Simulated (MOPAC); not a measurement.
MOPAC input (AM1):

```
AM1 PRECISE GNORM=0.05 LET XYZ CHARGE=-1 GEO-OK AUX(PRECISION=9) THREADS=1
C2H2N

C    -1.15883105 1   -0.01847565 1   -0.06229433 1
N     0.23205449 1   -0.01180046 1   -0.00486002 1
C     1.40595747 1   -0.07138145 1   -0.02931754 1
H    -1.57509069 1   -0.35903733 1    0.89087131 1
H    -1.53204927 1    0.98078321 1   -0.30717996 1
```

Output:

```
 *******************************************************************************
 **                                                                           **
 **                              MOPAC v23.2.5                                **
 **                                                                           **
 *******************************************************************************
 ** MOPAC's Digital Object Identifier: https://doi.org/10.5281/zenodo.6511958 **
 **                                                                           **
 ** Please cite the open-source release paper for use of this MOPAC version:  **
 ** J. E. Moussa and J. J. P. Stewart (2026)                                  **
 ** MOPAC: An open-source semiempirical molecular orbital program             **
 ** J. Open Source Softw., 11(119), 8025, https://doi.org/10.21105/joss.08025 **
 *******************************************************************************

                              AM1 CALCULATION RESULTS

 *******************************************************************************
 *  AM1        - The AM1 Hamiltonian to be used
 *  GEO-OK     - OVERRIDE INTERATOMIC DISTANCE AND OTHER SAFETY CHECKS
 *
 *
 *
 *                 CHARGE ON SYSTEM = -1
 *
 *
 *
 *  LET        - OVERRIDE SOME SAFETY CHECKS
 *  PRECISE    - TIGHTER CRITERIA TO BE USED
 *  XYZ        - CARTESIAN COORDINATE SYSTEM TO BE USED
 *  GNORM      - EXIT WHEN GRADIENT NORM DROPS BELOW 0.050
 *  AUX        - OUTPUT AUXILIARY INFORMATION
 *******************************************************************************
AM1 PRECISE GNORM=0.05 LET XYZ CHARGE=-1 GEO-OK AUX(PRECISION=9) THREADS=1
 C2H2N

   ATOM   CHEMICAL          X               Y               Z
  NUMBER   SYMBOL      (ANGSTROMS)     (ANGSTROMS)     (ANGSTROMS)

     1       C         -1.15883105  *  -0.01847565  *  -0.06229433  *
     2       N          0.23205449  *  -0.01180046  *  -0.00486002  *
     3       C          1.40595747  *  -0.07138145  *  -0.02931754  *
     4       H         -1.57509069  *  -0.35903733  *   0.89087131  *
     5       H         -1.53204927  *   0.98078321  *  -0.30717996  *

          CARTESIAN COORDINATES

    NO.       ATOM           X           Y           Z

     1         C         -1.1588     -0.0185     -0.0623
     2         N          0.2321     -0.0118     -0.0049
     3         C          1.4060     -0.0714     -0.0293
     4         H         -1.5751     -0.3590      0.8909
     5         H         -1.5320      0.9808     -0.3072

  H: (AM1): M.J.S. DEWAR ET AL, J. AM. CHEM. SOC. 107 3902-3909 (1985)
  C: (AM1): M.J.S. DEWAR ET AL, J. AM. CHEM. SOC. 107 3902-3909 (1985)
  N: (AM1): M.J.S. DEWAR ET AL, J. AM. CHEM. SOC. 107 3902-3909 (1985)

           Empirical Formula: C2 H2 N  =     5 atoms

      MOLECULAR POINT GROUP   :   Cs

      RHF CALCULATION, NO. OF DOUBLY OCCUPIED LEVELS = 8

          Geometry optimization using EF

          DIAGONAL MATRIX USED AS START HESSIAN

 CYCLE:     1  GRAD.:    80.104 HEAT:  72.38031
 CYCLE:     2  GRAD.:   896.501 HEAT:  136.7698
 CYCLE:     3  GRAD.:   374.100 HEAT:  80.50068
 CYCLE:     4  GRAD.:   318.414 HEAT:  89.24904
 CYCLE:     5  GRAD.:    78.979 HEAT:  69.00156
 CYCLE:     6  GRAD.:   106.804 HEAT:  73.01242
 CYCLE:     7  GRAD.:    43.158 HEAT:  67.44403
 CYCLE:     8  GRAD.:    26.215 HEAT:  67.12353
 CYCLE:     9  GRAD.:    11.940 HEAT:  66.81861
 CYCLE:    10  GRAD.:    12.213 HEAT:  66.72685
 CYCLE:    11  GRAD.:     4.327 HEAT:  66.64473
 CYCLE:    12  GRAD.:     2.092 HEAT:  66.64100
 CYCLE:    13  GRAD.:     9.732 HEAT:  66.66247
 CYCLE:    14  GRAD.:     0.387 HEAT:  66.63977
 CYCLE:    15  GRAD.:     0.122 HEAT:  66.63974
 CYCLE:    16  GRAD.:     0.036 HEAT:  66.63974

     GRADIENT =  0.03620 IS LESS THAN CUTOFF =  0.05000

 -------------------------------------------------------------------------------
 AM1 PRECISE GNORM=0.05 LET XYZ CHARGE=-1 GEO-OK AUX(PRECISION=9) THREADS=1
 C2H2N

     GEOMETRY OPTIMISED USING EIGENVECTOR FOLLOWING (EF).
     SCF FIELD WAS ACHIEVED

                              AM1 CALCULATION
                                                       MOPAC v23.2.5 Linux

          FINAL HEAT OF FORMATION =         66.63974 KCAL/MOL =     278.82066 KJ/MOL

          COSMO AREA              =         83.10 SQUARE ANGSTROMS
          COSMO VOLUME            =         63.87 CUBIC ANGSTROMS

          GRADIENT NORM           =          0.03620          =       0.01619 PER ATOM
          IONIZATION POTENTIAL    =          0.944228 EV
          HOMO LUMO ENERGIES (EV) =         -0.944  8.367
          NO. OF FILLED LEVELS    =          8
          MOLECULAR WEIGHT        =         40.0445         POINT GROUP:  C2v

          MOLECULAR DIMENSIONS (Angstroms)

            Atom       Atom       Distance
            H     5    C     3     3.19212
            H     4    H     5     1.80517
            C     1    N     2     0.00006

          SCF CALCULATIONS        =         17

   ATOM   CHEMICAL          X               Y               Z
  NUMBER   SYMBOL      (ANGSTROMS)     (ANGSTROMS)     (ANGSTROMS)

     1       C         -1.09865868  *   0.10103488  *   0.07351729  *
     2       N          0.22319014  *  -0.00571606  *   0.00162508  *
     3       C          1.40148687  *  -0.10092474  *  -0.06251364  *
     4       H         -1.65580839  *  -0.55995905  *   0.73231803  *
     5       H         -1.61057349  *   0.84844904  *  -0.52703921  *

                             CARTESIAN COORDINATES

   1    C       -1.098658682     0.101034881     0.073517292
   2    N        0.223190139    -0.005716062     0.001625078
   3    C        1.401486865    -0.100924739    -0.062513638
   4    H       -1.655808386    -0.559959049     0.732318035
   5    H       -1.610573490     0.848449042    -0.527039208

           Empirical Formula: C2 H2 N  =     5 atoms

      MOLECULAR POINT GROUP   :   C2v

                  EIGENVALUES
 -30.97362 -21.81327 -12.27135  -9.53154  -7.99263  -5.92157  -5.25501  -0.94423
   8.36702   8.84705   9.87650  11.28832  11.78120  14.71295

              NET ATOMIC CHARGES AND DIPOLE CONTRIBUTIONS

  ATOM NO.   TYPE          CHARGE      No. of ELECS.   s-Pop       p-Pop
    1          C          -0.700931        4.7009     1.21451     3.48642
    2          N          -0.080327        5.0803     1.45642     3.62391
    3          C          -0.375414        4.3754     1.78931     2.58611
    4          H           0.078336        0.9217     0.92166
    5          H           0.078337        0.9217     0.92166
 DIPOLE           X         Y         Z       TOTAL
 POINT-CHG.     0.273    -0.022    -0.015     0.274
 HYBRID        -1.439     0.116     0.078     1.445
 SUM           -1.166     0.094     0.064     1.171

          ATOMIC ORBITAL ELECTRON POPULATIONS

     Atom    s        px        py        pz
    1  C   1.21451   0.79482   1.29902   1.39258
    2  N   1.45642   1.05238   1.29187   1.27965
    3  C   1.78931   0.91335   0.81623   0.85653
    4  H   0.92166
    5  H   0.92166

 **********************
 *                    *
 * JOB ENDED NORMALLY *
 *                    *
 **********************

 == MOPAC DONE ==
```

The dipole moment of an ion depends on the origin.

The geometry given is a B3LYP-D3(BJ)/def2-TZVP minimum.
